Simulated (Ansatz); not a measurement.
Ansatz (a program for electronic structure) job for GeHIO, SMILES [I][Ge][OH] (connectivity only; charge and spin as stated), neutral, multiplicity 1, PBE0-D3(BJ)/def2-TZVP. 

Ansatz 0.2 input:
```yaml
crystal:
  periodic: [false, false, false]
  atoms:
    - {symbol: Ge, position_ang: [0.45191537, 1.35692766, 0.00000000]}
    - {symbol: I, position_ang: [-0.05794894, -1.16114133, -0.00000000]}
    - {symbol: O, position_ang: [-1.22942059, 1.91373396, 0.00000000]}
    - {symbol: H, position_ang: [-1.55463333, 2.80893351, -0.00000000]}
basis:
  gaussian:
    orbitals: def2-TZVP
hamiltonian:
  xc: pbe0
  dispersion: d3bj
relax: {f_tol: 0.002, max_steps: 200}
```

It prints:

```
WARN ansatz: RAYON_NUM_THREADS=1 ignored (pool sized by the plan → 1); use --threads N
Functional definition: PBE0
integrals: 0.06 GiB planned
1014 factors; their error is unknown
mean field: 0.55 GiB planned
mean field evaluation 1: about -66670.1611 eV, gradient 5.8e1 eV
mean field evaluation 2: about -66627.6596 eV, gradient 1.5e2 eV
mean field evaluation 4: about -66675.5548 eV, gradient 8.1e0 eV
mean field evaluation 8: about -66675.7019 eV, gradient 1.1e-1 eV
mean field evaluation 16: about -66676.2572 eV, gradient 6.2e-4 eV
mean field -66676.25724959 eV, -2450.3072591321 hartree, gradient 4.1e-5 eV, S^2 0.000000; 0 other end points of the search recorded, 0 dependent functions left out
the calculation of the forces begins
reference -66676.25727175 eV, -2450.3072599462 hartree; 33, 33 occupied and 102, 102 virtual orbitals, 1014 factors
relax step   1: F+E_penalty+E_count = -66676.34191443 eV  Δ(F+E_penalty+E_count) = +0.000e0 eV  max|allowed force component| = 7.065e-1 eV/Å  Δτ_max = 0.0000 Å  (31 SCF iters, accepted)
these checks for a lower state are left out or cut short: starts, cluster_reference, orbital_swaps, neighbouring_geometries, increment
integrals: 0.06 GiB planned
1014 factors; their error is unknown
mean field: 0.55 GiB planned
mean field -66676.27818793 eV, -2450.3080286019 hartree, gradient 1.2e-5 eV, S^2 0.000000; 0 other end points of the search recorded, 0 dependent functions left out
the calculation of the forces begins
reference -66676.27821008 eV, -2450.3080294160 hartree; 33, 33 occupied and 102, 102 virtual orbitals, 1014 factors
relax step   2: F+E_penalty+E_count = -66676.36327415 eV  Δ(F+E_penalty+E_count) = -2.136e-2 eV  max|allowed force component| = 4.152e-1 eV/Å  Δτ_max = 0.0275 Å  (34 SCF iters, accepted)
these checks for a lower state are left out or cut short: starts, cluster_reference, orbital_swaps, neighbouring_geometries, increment
integrals: 0.06 GiB planned
1014 factors; their error is unknown
mean field: 0.55 GiB planned
mean field evaluation 32: about -66676.3027 eV, gradient 4.5e-4 eV
mean field -66676.30265750 eV, -2450.3089278421 hartree, gradient 2.0e-5 eV, S^2 0.000000; 0 other end points of the search recorded, 0 dependent functions left out
the calculation of the forces begins
reference -66676.30267961 eV, -2450.3089286545 hartree; 33, 33 occupied and 102, 102 virtual orbitals, 1014 factors
relax step   3: F+E_penalty+E_count = -66676.38823050 eV  Δ(F+E_penalty+E_count) = -2.496e-2 eV  max|allowed force component| = 8.260e-1 eV/Å  Δτ_max = 0.0606 Å  (33 SCF iters, accepted)
these checks for a lower state are left out or cut short: starts, cluster_reference, orbital_swaps, neighbouring_geometries, increment
integrals: 0.06 GiB planned
1014 factors; their error is unknown
mean field: 0.54 GiB planned
mean field -66676.31984428 eV, -2450.3095594445 hartree, gradient 2.3e-5 eV, S^2 0.000000; 0 other end points of the search recorded, 0 dependent functions left out
the calculation of the forces begins
reference -66676.31986625 eV, -2450.3095602517 hartree; 33, 33 occupied and 102, 102 virtual orbitals, 1014 factors
relax step   4: F+E_penalty+E_count = -66676.40457606 eV  Δ(F+E_penalty+E_count) = -1.635e-2 eV  max|allowed force component| = 3.442e-1 eV/Å  Δτ_max = 0.0680 Å  (33 SCF iters, accepted)
these checks for a lower state are left out or cut short: starts, cluster_reference, orbital_swaps, neighbouring_geometries, increment
integrals: 0.06 GiB planned
1014 factors; their error is unknown
mean field: 0.54 GiB planned
mean field -66676.32305485 eV, -2450.3096774309 hartree, gradient 1.2e-5 eV, S^2 0.000000; 0 other end points of the search recorded, 0 dependent functions left out
the calculation of the forces begins
reference -66676.32307680 eV, -2450.3096782376 hartree; 33, 33 occupied and 102, 102 virtual orbitals, 1014 factors
relax step   5: F+E_penalty+E_count = -66676.40794405 eV  Δ(F+E_penalty+E_count) = -3.368e-3 eV  max|allowed force component| = 5.703e-2 eV/Å  Δτ_max = 0.0125 Å  (33 SCF iters, accepted)
these checks for a lower state are left out or cut short: starts, cluster_reference, orbital_swaps, neighbouring_geometries, increment
integrals: 0.06 GiB planned
1014 factors; their error is unknown
mean field: 0.55 GiB planned
mean field -66676.32328015 eV, -2450.3096857102 hartree, gradient 1.2e-5 eV, S^2 0.000000; 0 other end points of the search recorded, 0 dependent functions left out
the calculation of the forces begins
reference -66676.32330211 eV, -2450.3096865174 hartree; 33, 33 occupied and 102, 102 virtual orbitals, 1014 factors
relax step   6: F+E_penalty+E_count = -66676.40816013 eV  Δ(F+E_penalty+E_count) = -2.161e-4 eV  max|allowed force component| = 5.118e-3 eV/Å  Δτ_max = 0.0046 Å  (34 SCF iters, accepted)
these checks for a lower state are left out or cut short: starts, cluster_reference, orbital_swaps, neighbouring_geometries, increment
integrals: 0.06 GiB planned
1014 factors; their error is unknown
mean field: 0.55 GiB planned
mean field evaluation 64: about -66676.3233 eV, gradient 1.2e-5 eV
mean field -66676.32328527 eV, -2450.3096858984 hartree, gradient 1.2e-5 eV, S^2 0.000000; 0 other end points of the search recorded, 0 dependent functions left out
the calculation of the forces begins
reference -66676.32330723 eV, -2450.3096867056 hartree; 33, 33 occupied and 102, 102 virtual orbitals, 1014 factors
relax step   7: F+E_penalty+E_count = -66676.40816163 eV  Δ(F+E_penalty+E_count) = -1.500e-6 eV  max|allowed force component| = 2.202e-3 eV/Å  Δτ_max = 0.0004 Å  (34 SCF iters, accepted)
these checks for a lower state are left out or cut short: starts, cluster_reference, orbital_swaps, neighbouring_geometries, increment
integrals: 0.06 GiB planned
1014 factors; their error is unknown
mean field: 0.55 GiB planned
mean field -66676.32328835 eV, -2450.3096860118 hartree, gradient 1.2e-5 eV, S^2 0.000000; 0 other end points of the search recorded, 0 dependent functions left out
the calculation of the forces begins
reference -66676.32331032 eV, -2450.3096868190 hartree; 33, 33 occupied and 102, 102 virtual orbitals, 1014 factors
relax step   8: F+E_penalty+E_count = -66676.40816164 eV  Δ(F+E_penalty+E_count) = -1.471e-8 eV  max|allowed force component| = 1.089e-3 eV/Å  Δτ_max = 0.0006 Å  (34 SCF iters, accepted)
integrals: 0.06 GiB planned
1014 factors; their error is unknown
mean field: 0.55 GiB planned
mean field evaluation 96: about -66676.3233 eV, gradient 3.7e-4 eV
mean field -66676.32328835 eV, -2450.3096860118 hartree, gradient 1.2e-5 eV, S^2 0.000000; 1 other end points of the search recorded, 0 dependent functions left out
the calculation of the forces begins
reference -66676.32331032 eV, -2450.3096868190 hartree; 33, 33 occupied and 102, 102 virtual orbitals, 1014 factors
Total energy: -66676.40818361 eV, -2450.3128058548 hartree
Atom 0 at     0.388874     1.373395     0.000066 Å, force     0.000597    -0.000697    -0.000116 eV/Å
Atom 1 at    -0.024359    -1.151192    -0.000117 Å, force    -0.000020     0.000449     0.000198 eV/Å
Atom 2 at    -1.325097     1.869479     0.000402 Å, force    -0.000068    -0.000841    -0.000647 eV/Å
Atom 3 at    -1.429506     2.826772    -0.000351 Å, force    -0.000509     0.001089     0.000565 eV/Å
Dipole moment:     0.156497     0.617550    -0.000234 e Å
```

Self-consistency was reached.

Cost: roughly 30 core-seconds.
